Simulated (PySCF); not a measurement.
BH2, SMILES [BH2+], charge +1. The structure is a stationary point at r2SCAN-D4/def2-TZVPD.

TDDFT-PBE/def2-TZVPD (PySCF 2.14.0) puts the lowest singlet excitations at 7.08, 7.08, 10.79, 10.79, 13.87, 15.08 eV and the lowest triplet (TDA) at 6.02 eV.

Q: What are the lowest singlet roots from EOM-CCSD/aug-cc-pVDZ (PySCF)? (An estimate is asked for; the answer gives what the named calculation found.)

A: 7.46, 7.46, 12.32, 12.32, 14.80, 16.27 eV; triplets 6.71, 6.71, 9.03 eV. S1 differs by 0.38 eV (second minus first; roots are paired by order, and the bases may differ).
